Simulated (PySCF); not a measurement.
disodium (Na$_{2}$), singlet, at a GFN2-xTB geometry (such geometries of metal compounds can be far from the true shape). Base run: PBE/def2-SVPD, polarisability run with PySCF.

Here is a job for PySCF.
```python
from pyscf import gto, scf, dft
from pyscf.prop import polarizability

mol = gto.Mole()
mol.atom = '''
    Na   -0.00000000   -0.00000000   -1.36634921
    Na    0.00000000    0.00000000    1.36634921
'''
mol.basis = 'def2-svpd'
mol.verbose = 4
mol.build()

mf = dft.RKS(mol)
mf.xc = 'pbe'
mf.kernel()
alpha = mf.Polarizability().polarizability()[2, 2]
print('alpha_zz =', alpha)
```

Each row names what was changed in the base input (with any setting that the change needs).

| change | alpha_zz (bohr³) | basis functions |
|---|---|---|
| base | 287.78 | 36 |
| basis = cc-pVTZ | ___ | ___ |
| basis = 6-31+G* | 282.45 | 44 |
| functional = camb3lyp | 272.96 | 36 |
| finite field (a.u.) = 2e-4; conv_tol = 1e-6 | 287.78 | 36 |
| functional = hf | 315.55 | 36 |
| basis = 6-31G | ___ | ___ |
| finite field (a.u.) = 0.02; conv_tol = 1e-11 | 354.91 | 36 |
| basis = 6-31G* | 281.17 | 36 |
| basis = def2-TZVP | 282.45 | 64 |
| finite field (a.u.) = 0.05; conv_tol = 1e-11 | 386.52 | 36 |
| basis = def2-TZVPD | 283.50 | 70 |

Complete the blanks.


- basis = cc-pVTZ, alpha_zz (bohr³): 285.73
- basis = cc-pVTZ, basis functions: 68
- basis = 6-31G, alpha_zz (bohr³): 280.13
- basis = 6-31G, basis functions: 26

Finite-field rows take the second difference of the energy in a field along z; a small field with loose convergence shows SCF noise divided by the square of the field, and a large one adds hyperpolarisability.
